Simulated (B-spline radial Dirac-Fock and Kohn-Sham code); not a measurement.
**What relativity does to the binding energies of In¹⁹⁺**

System: In¹⁹⁺, configuration [Ar] 3d10 4s2.

Both columns are ΔSCF binding energies of the configuration average from a radial B-spline solver: non-relativistic Hartree-Fock with a point nucleus, and Dirac-Fock with a finite nucleus and the Coulomb interaction alone, averaged over the two j levels with weights 2j+1.

```
shell  Hartree-Fock (eV)  Dirac-Fock (eV)  shift (eV)  shift (%)
   1s            27638.4          28590.1     +951.77      +3.44
   2s             4567.9           4802.2     +234.31      +5.13
   2p             4288.4           4357.4      +69.04      +1.61
   3s             1297.7           1349.3      +51.54      +3.97
   3p             1181.5           1198.6      +17.09      +1.45
   3d              972.5            967.7       -4.85      -0.50
   4s              545.5            559.8      +14.29      +2.62
```

Relativity binds 1s, 2s, 2p, 3s, 3p, 4s more strongly, among those listed most of all 2s in relative terms, and 3d more weakly, because the contracted s and p shells screen the nucleus better.

Values without a named source are computed, but for edge energies of neutral atoms, which are taken from tables.
